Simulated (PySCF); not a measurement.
C7H16BN.
Structure used (PBE0-D3(BJ)/def2-SVP), in Å, numbered top down from 1:
```
atom  x, y, z in Å
C1     3.989    0.263    0.737
N2     2.676    0.858    0.640
C3     2.698    2.290    0.821
B4     1.529    0.095    0.392
C5     0.060    0.648    0.242
C6    -0.456    0.515   -1.207
C7    -1.997    0.412   -1.110
C8    -2.315    0.293    0.391
C9    -0.995   -0.138    1.031
H10    4.448    0.467    1.722
H11    3.919   -0.824    0.604
H12    4.671    0.668   -0.032
H13    3.344    2.775    0.067
H14    3.097    2.560    1.815
H15    1.690    2.711    0.729
H16    1.702   -1.102    0.255
H17   -0.030    1.709    0.540
H18   -0.122    1.351   -1.841
H19   -0.045   -0.402   -1.664
H20   -2.495    1.285   -1.559
H21   -2.361   -0.469   -1.661
H22   -3.146   -0.398    0.601
H23   -2.608    1.276    0.795
H24   -0.957    0.047    2.116
H25   -0.836   -1.221    0.882
```

NICS is the negative of the GIAO shielding at a point without a nucleus: at the ring centre (0) and 1 Å above and below it (1); zz is the component along the ring normal. Level: GIAO HF/pcSseg-1 (PySCF, non-relativistic, gas phase) on the PBE0-D3(BJ)/def2-SVP geometry, one conformer.

Ring bond lengths (Å): C5–C6 1.544, C6–C7 1.548, C7–C8 1.539, C8–C9 1.528, C9–C5 1.535.

Task: Give the NICS values of each ring in ppm.

Result: 
```json
{"ring": "C5–C6–C7–C8–C9", "type": "5-membered carbocycle; formal bonds all single", "NICS(0)": "-6.0", "NICS(1), two faces": "-4.5 / -4.1", "NICS(1)zz, two faces": "-5.1 / -4.5", "rms pucker (Å)": "0.18", "centre to ring atoms, mean (Å)": "1.29"}
```

Task: What do they say, and how far can they be read as aromaticity?

Result: 
- C5–C6–C7–C8–C9: mean NICS(1)zz -4.8 ppm, shielded. C5, C6, C7, C8, C9 have four or more neighbours; no verdict on aromaticity is drawn.

Task: At the first NICS(1) probe listed for ring C5–C6–C7–C8–C9, 1 Å off the ring, what do the in-plane components average?

Result: The isotropic value is a third of the trace: (3 × -4.5 − (-5.1))/2 = -4.2 ppm.

Task: How shielded are the nuclei of the rings and their hydrogens (means over atoms taken as equivalent)?

Result: 
```tsv
atoms	environment	σ isotropic (ppm)	principal values of the symmetric part, first atom (ppm)
C5	sp3 carbon bound to boron	164.8	146.9, 169.2, 178.4
C6 (×2)	ring CH2 carbon	163.7	140.2, 177.0, 183.1
C7 (×2)	ring CH2 carbon	166.2	142.6, 180.2, 182.5
H17	methine hydrogen	31.15	26.6, 28.8, 38.0
H18 (×2)	methylene hydrogen	30.49	24.7, 29.2, 37.6
H19 (×2)	methylene hydrogen	30.77	24.9, 29.9, 37.4
H20 (×2)	methylene hydrogen	30.40	25.0, 27.6, 38.1
H21 (×2)	methylene hydrogen	30.24	24.8, 27.9, 38.3
```

Task: How do the values depend on the level or the medium?

Result: 
```tsv
level	NICS(0), C5–C6–C7–C8–C9	mean NICS(1)zz, C5–C6–C7–C8–C9
HF/pcSseg-1, gas	-6.0	-4.8
PBE0/pcSseg-1, gas	-5.8	-5.0
PBE0/pcSseg-1, IEF-PCM cyclohexane	-5.8	-5.0
PBE0/pcSseg-1, IEF-PCM dichloromethane	-5.9	-5.0
```

The geometry is the same throughout; the continuum's cavity takes Bondi-type radii × 1.2.
